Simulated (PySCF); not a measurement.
Compound: C2H7FSi2.
Cartesian coordinates in Å at the GFN2-xTB level; atoms count from 1:
```xyz
12
C2H7FSi2 angstrom
F      2.6206   -0.6735    0.9975
Si     2.2831    0.3723   -0.1830
C      0.4185    0.3949   -0.3918
C     -0.4375   -0.3362    0.3225
Si    -2.3090   -0.3263    0.1253
H      2.9754   -0.1571   -1.3505
H      2.8138    1.6435    0.2906
H      0.0164    1.0543   -1.1526
H     -0.0285   -0.9937    1.0818
H     -2.6733    0.6128   -0.9382
H     -2.7588   -1.6779   -0.2203
H     -2.9193    0.0863    1.3927
```

Method used: PySCF, TDDFT CAM-B3LYP/def2-SVPD, vertical, gas phase, core orbitals frozen in the response.

Transition dipole moments from the ground state, in atomic units and in the frame of the coordinates above (overall signs are arbitrary), for the states with f of 0.002 or more among the lowest 8:

```csv
state,E (eV),μx,μy,μz
S2,6.871,-1.710,-0.622,0.511
S4,7.518,-0.588,-0.008,-0.050
S5,7.715,-0.007,0.097,0.088
S7,8.152,-0.244,0.070,-0.101
S8,8.372,-0.009,0.104,0.094
```

(1) Work out the oscillator strengths.

(2) Label these states by symmetry in Cs.

(3) What angle do the transition dipoles of S4 and S7 make?

(4) How is the summed strength of these states shared among x, y and z?

(5) What peak molar absorption coefficient would the strongest computed level give as a lone Gaussian band 0.5 eV wide at half height?

## Answers

(1) f = (2/3) ΔE |μ|² with ΔE in hartree (27.2114 eV).

| state | \|μ\|² (au) | \|μ\| (D) | f |
| --- | --- | --- | --- |
| S2 | 3.571 | 4.80 | 0.601 |
| S4 | 0.348 | 1.50 | 0.064 |
| S5 | 0.017 | 0.33 | 0.003 |
| S7 | 0.075 | 0.70 | 0.015 |
| S8 | 0.020 | 0.36 | 0.004 |

(2) From a totally symmetric ground state, an allowed state transforms like the component of the dipole operator along its μ. Polarised normal to the mirror plane, so A″: S5 and S8. Polarised in the mirror plane, so A′: S2, S4 and S7.

(3) |cos θ| = |μa·μb| / (|μa| |μb|) = 0.92, so θ ≈ 23° (taken between 0 and 90°, since the signs are arbitrary).

(4) (2/3) Σ ΔE μα² gives 0.568 for x, 0.070 for y and 0.050 for z, 0.688 in all.

(5) ε(max) = 2.175×10⁸ f / FWHM, with the width in cm⁻¹. S2: 2.175×10⁸ × 0.6012 / 4033 ≈ 32000 L mol⁻¹ cm⁻¹.

Hardware: x86-64 server, one thread, no GPU, shared host. Cost: 25 s.

One conformer stands for the species.
